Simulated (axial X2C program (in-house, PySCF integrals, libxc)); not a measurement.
Which molecule gave these maps?

PBE0 fields computed with an axial X2C code built on PySCF integrals, spin-free, near the equilibrium distance, one atom at z = 0.

The maps cover the half plane through the axis: z from -2.4 to 4.2 Å along the bond, ρ from 0.15 to 2.25 Å away from it.

log10 of the density in e/bohr³:

```
 ρ\z  -2.4  -1.8  -1.2  -0.6   0.0   0.6   1.2   1.8   2.4   3.0   3.6   4.2
0.15  -3.4  -2.3  -1.4  -0.2   1.8  -0.2  -0.9  -0.1   1.3  -0.7  -1.7  -2.8
0.45  -3.4  -2.4  -1.5  -0.6   0.4  -0.6  -1.0  -0.6   0.1  -0.9  -1.8  -2.8
0.75  -3.6  -2.6  -1.7  -1.0  -0.6  -1.0  -1.2  -1.0  -0.8  -1.2  -2.0  -3.0
1.05  -3.7  -2.8  -1.9  -1.4  -1.2  -1.3  -1.5  -1.3  -1.2  -1.6  -2.3  -3.2
1.35  -3.9  -3.0  -2.3  -1.8  -1.6  -1.7  -1.9  -1.7  -1.7  -2.0  -2.6  -3.5
1.65  -4.2  -3.4  -2.7  -2.2  -2.0  -2.1  -2.2  -2.2  -2.2  -2.4  -3.0  -3.8
1.95  -4.5  -3.7  -3.1  -2.6  -2.5  -2.5  -2.7  -2.6  -2.6  -2.9  -3.4  -4.1
2.25  -4.8  -4.1  -3.5  -3.1  -2.9  -3.0  -3.1  -3.1  -3.1  -3.4  -3.8  -4.4
```

Electron localisation function (collinear form, no current term, damped to 0 at low density):

```
 ρ\z  -2.4  -1.8  -1.2  -0.6   0.0   0.6   1.2   1.8   2.4   3.0   3.6   4.2
0.15  0.04  0.50  0.70  0.48  0.77  0.47  0.67  0.29  0.40  0.31  0.75  0.23
0.45  0.03  0.47  0.73  0.30  0.76  0.25  0.68  0.17  0.44  0.57  0.73  0.20
0.75  0.02  0.40  0.76  0.40  0.28  0.29  0.66  0.54  0.35  0.81  0.67  0.14
1.05  0.01  0.30  0.73  0.72  0.48  0.55  0.59  0.70  0.78  0.82  0.54  0.08
1.35  0.00  0.17  0.63  0.79  0.72  0.59  0.46  0.61  0.75  0.70  0.35  0.03
1.65  0.00  0.07  0.43  0.68  0.68  0.47  0.29  0.42  0.56  0.47  0.16  0.01
1.95  0.00  0.01  0.20  0.46  0.48  0.29  0.14  0.21  0.31  0.22  0.04  0.00
2.25  0.00  0.00  0.04  0.19  0.23  0.12  0.05  0.07  0.11  0.06  0.01  0.00
```

Axial spin density in 10⁻³ e/bohr³:

```
 ρ\z  -2.4  -1.8  -1.2  -0.6   0.0  0.6   1.2  1.8   2.4   3.0   3.6  4.2
0.15   0.0  -0.2  -1.1  -0.7  28.5  0.1  -0.9  0.3  28.7  -1.4  -0.5  0.0
0.45   0.0   0.0   0.1   2.2   1.6  2.1  -1.3  3.8   2.6   2.9   0.0  0.0
0.75   0.0   0.1   1.2   7.7   9.9  4.6  -1.3  4.9  13.7   4.8   0.4  0.0
1.05   0.0   0.2   1.4   7.2  11.6  3.9  -0.9  2.7   8.0   3.3   0.5  0.0
1.35   0.0   0.1   1.0   4.1   6.1  2.1  -0.5  1.0   3.1   1.6   0.3  0.0
1.65   0.0   0.1   0.6   1.8   2.5  0.9  -0.2  0.3   1.0   0.7   0.2  0.0
1.95   0.0   0.1   0.3   0.7   0.9  0.3  -0.1  0.1   0.3   0.2   0.1  0.0
2.25   0.0   0.0   0.1   0.3   0.3  0.1   0.0  0.0   0.1   0.1   0.0  0.0
```

Problem. Which molecule is it?
A. TeSe⁺
B. GaP
C. AlN
D. HfP⁺

Solution. A. TeSe⁺, with Te at z = 0 and Se at z = 2.290 Å, state M_S = 1/2, Λ = 1 (beyond evenly filled blocks: π+α), basis Te dyall-cv3z [11s12p8d4f1g], Se dyall-cv3z [8s9p6d4f1g] (cores contracted in-house). The state is one determinant whose occupation by symmetry is held fixed; it was picked as the lowest of a PBE0 search that is not exhaustive. Without a current term, density functionals place determinants with orbital angular momentum somewhat too high. The determinant is spin-polarised beyond a pure state at some levels (its spin-free form has ⟨S²⟩ too high), which makes Re and μ there less reliable.
